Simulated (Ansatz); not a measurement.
BiH2(iPr) (C3H9Bi), 13 atoms. Hardware: 4 threads of Arm Neoverse V2 on a shared host.

In the def2 sets Bi takes a core potential; there is no spin–orbit coupling. Correlated methods freeze 7 core orbitals; core or outer-core shells of Bi are correlated, in sets that lack core-valence functions.

Question: How many basis functions does each of these Ansatz runs have, and roughly what does it cost? B97M-V/def2-TZVP, charge 0 singlet, energy, from earlier orbitals; CCSD(T)/def2-TZVP, charge 0 singlet, energy, from earlier orbitals; BLYP-D4/def2-TZVP, charge 0 singlet, energy and forces, from earlier orbitals; PBE0-D4/def2-TZVP, charge 0 singlet, energy, from earlier orbitals; r2SCAN-D4/def2-TZVP, charge 1 doublet at the geometry of the charge 0 singlet, energy, from earlier orbitals; PBE-D4/def2-SVP, charge 0 singlet, energy, from earlier orbitals; r2SCAN0-D4/def2-TZVP, charge 0 singlet, energy, from earlier orbitals; PBE0-D4/def2-SVP, charge 1 doublet at the geometry of the charge 0 singlet, energy with a search over starts; CAM-B3LYP-D4/def2-TZVP, charge 0 singlet, energy, from earlier orbitals; PBE-D4/def2-TZVP, charge 1 doublet at the geometry of the charge 0 singlet, energy, from earlier orbitals; PBE0-D4/def2-SVP, charge 0 singlet, relaxation, 5 steps; PBE0-D4/def2-SVP, charge 0 singlet, energy, from earlier orbitals.

Answer: Other jobs shared the machine, so times can vary by a factor of up to 3. A dash marks memory too small to be measured apart from the calling script's.

| run | functions | fitting or Cholesky vectors | wall time | peak host memory (GiB) |
| --- | --- | --- | --- | --- |
| PBE-D4/def2-SVP, charge 0 singlet, energy, from earlier orbitals | 113 | 1272 | 0.95 s | – |
| PBE0-D4/def2-SVP, charge 0 singlet, energy, from earlier orbitals | 113 | 1356 | 1.2 s | – |
| BLYP-D4/def2-TZVP, charge 0 singlet, energy and forces, from earlier orbitals | 197 | 1296 | 1.8 s | – |
| PBE0-D4/def2-TZVP, charge 0 singlet, energy, from earlier orbitals | 197 | 1341 | 1.9 s | – |
| CAM-B3LYP-D4/def2-TZVP, charge 0 singlet, energy, from earlier orbitals | 197 | 1341 | 2.5 s | – |
| PBE0-D4/def2-SVP, charge 1 doublet at the geometry of the charge 0 singlet, energy with a search over starts | 113 | 1240 | 2.8 s | – |
| PBE-D4/def2-TZVP, charge 1 doublet at the geometry of the charge 0 singlet, energy, from earlier orbitals | 197 | 1296 | 3.1 s | – |
| r2SCAN0-D4/def2-TZVP, charge 0 singlet, energy, from earlier orbitals | 197 | 1341 | 3.7 s | – |
| r2SCAN-D4/def2-TZVP, charge 1 doublet at the geometry of the charge 0 singlet, energy, from earlier orbitals | 197 | 1296 | 7 s | – |
| PBE0-D4/def2-SVP, charge 0 singlet, relaxation, 5 steps | 113 | 1356 | 7 s | – |
| B97M-V/def2-TZVP, charge 0 singlet, energy, from earlier orbitals | 197 | 1296 | 8.5 s | – |
| CCSD(T)/def2-TZVP, charge 0 singlet, energy, from earlier orbitals | 197 | 1511 | 83 s | 2.9 |
